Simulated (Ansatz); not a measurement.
`F[SiH2]I` + `[SiH3]N[SiH3]` → `F[SiH2]N([SiH3])[SiH3]` + HI  (ligand exchange at the Si–I bond)

Calculated with Ansatz (gas phase, PBE0-D4/def2-TZVP geometries, no zero-point term in ΔE). CCSD(T)/CBS is the MP2 limit (def2-TZVPP, def2-QZVPP) plus CCSD(T) − MP2 in def2-TZVPP, frozen cores. This one scheme is used for every species. DFT in def2-TZVPP. HSE06 is defined as in plane-wave codes. def2 core potentials past Kr. For I outer-core shells are correlated without core-valence functions, which leaves a few kJ/mol of doubt a bond. Each species was taken in one conformer, which may not be the lowest.

(1) Is it downhill or uphill in electronic energy at CCSD(T)/CBS, and by how much? (An estimate is asked.)

(2) What do these levels give: LDA (SPW92), PBE-QIDH, BLYP, r2SCANh, r2SCAN0, HSE06, LC-ωPBE, HF/def2-SVP, SCS-MP2/def2-TZVPP, CCSD(T)/def2-TZVPP, MP2/def2-QZVPP, HF/CBS(def2)? (Best estimate.)

Largest T1 diagnostic among the species: 0.012.

Results:

(1) The calculation gave: Uphill: ΔE = +5.8 kJ/mol.

(2) Computed: LDA (SPW92) 5.8, PBE-QIDH 9.3, BLYP 16.3, r2SCANh 10.4, r2SCAN0 10.6, HSE06 16.7, LC-ωPBE 9.9, HF/def2-SVP 6.9, SCS-MP2/def2-TZVPP 1.8, CCSD(T)/def2-TZVPP -2.4, MP2/def2-QZVPP 8.0, HF/CBS(def2) 10.5 kJ/mol.

Leaving LDA and LC-ωPBE aside and taking each functional with its dispersion term where it has one, the values, not all of them listed here, spread over 11.0 kJ/mol, from CAM-B3LYP-D4 to PBE-D4. LDA lies −12.6 kJ/mol from PBE without D4. The D4 term adds −9.9 kJ/mol with B3LYP and −5.7 kJ/mol with PBE0; it sums over pairs of atoms, weighted by their polarisabilities, and B3LYP, whose exchange is more repulsive, gets the larger term.

B3LYP here is the variant with VWN-RPA as its local correlation; programs differ in this.
